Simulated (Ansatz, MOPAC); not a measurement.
Species: trifluorogermane, GeHF₃, charge 0, multiplicity 1. SMILES: [F][GeH]([F])[F]
Structure (B3LYP-D3(BJ)/def2-TZVP (Ansatz, a quantum-chemistry and plane-wave program) minimum search):
```
Ge
F 1 1.7176
F 1 1.7176 2 106.40
F 1 1.7176 2 106.40 3 -113.16
H 1 1.5172 2 112.39 4 -123.42
```
Charge 0, spin multiplicity 1.

Property: vertical ionisation energy to the doublet, in eV. Set-up: each state is the SCF solution reached for its charge and spin; six Cartesian d functions in 6-31G* and its kin unless marked 5d; LANL2DZ with its own core potentials from Na on; no spin-orbit coupling; no dispersion term unless named; UHF or UKS for open shells; non-relativistic. First-principles rows: single points at B3LYP-D3(BJ) geometries (Ansatz). Semi-empirical rows: differences of heats of formation at the shared geometry for vertical values.

```json
[
 {"level": "MNDO", "program": "MOPAC", "vertical ionisation energy to the doublet (eV)": "13.63"},
 {"level": "HF/6-31G*", "program": "Ansatz", "vertical ionisation energy to the doublet (eV)": "13.85"},
 {"level": "HF/6-31G* with LANL2DZ past Ar", "program": "Ansatz", "vertical ionisation energy to the doublet (eV)": "13.92"},
 {"level": "PBE/6-31G* with LANL2DZ past Ar", "program": "Ansatz", "vertical ionisation energy to the doublet (eV)": "12.97"},
 {"level": "B3LYP/3-21G", "program": "Ansatz", "vertical ionisation energy to the doublet (eV)": "13.16"},
 {"level": "B3LYP/6-31G* with LANL2DZ past Ar", "program": "Ansatz", "vertical ionisation energy to the doublet (eV)": "13.72"},
 {"level": "PBE/def2-TZVPD", "program": "Ansatz", "vertical ionisation energy to the doublet (eV)": "13.24"},
 {"level": "wB97M-V/def2-TZVPD", "program": "Ansatz", "vertical ionisation energy to the doublet (eV)": "14.27"}
]
```

No value to compare with is used here. The 6 habitual levels span 12.97 (PBE/6-31G* with LANL2DZ past Ar) to 13.92 eV (HF/6-31G* with LANL2DZ past Ar); wB97M-V/def2-TZVPD gives 14.27.

The levels are drawn from those run, B3LYP/6-31G* more often than the rest, none by its result; left out are runs that failed, that the program found above a lower state of the same kind, or whose <S^2> lies over 0.5 above the pure value.
